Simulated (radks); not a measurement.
Values are calculated unless marked as measured or tabulated.
Spherical quantum dot in the effective-mass picture: electrons in a parabolic well V = omega^2 r^2 / 2 with omega = 0.121, all in effective atomic units (hartree* = m*/eps^2 hartree, bohr* = eps/m* bohr), one dielectric constant everywhere. Level of theory: non-relativistic Kohn-Sham, LDA (Slater exchange, Perdew-Wang correlation), spin-polarised, spherical densities (a radial shooting solver with Libxc functionals). Levels are named by radial order and angular momentum (1s, 1p, 1d, 2s, ...), and open shells are averaged over m. Results are scaled to m* = 0.31 and eps = 17.9, for which hartree* = 26.33 meV and bohr* = 3.056 nm. At N = 16 the configuration is 1s2 1p6 1d(up 5, down 3). Does electron 17 go into 2s down or 2s up or 1d down?

Answer. Into 1d down. The total energies of the other choices lie higher by 0.357 meV (2s up), 0.434 meV (2s down).
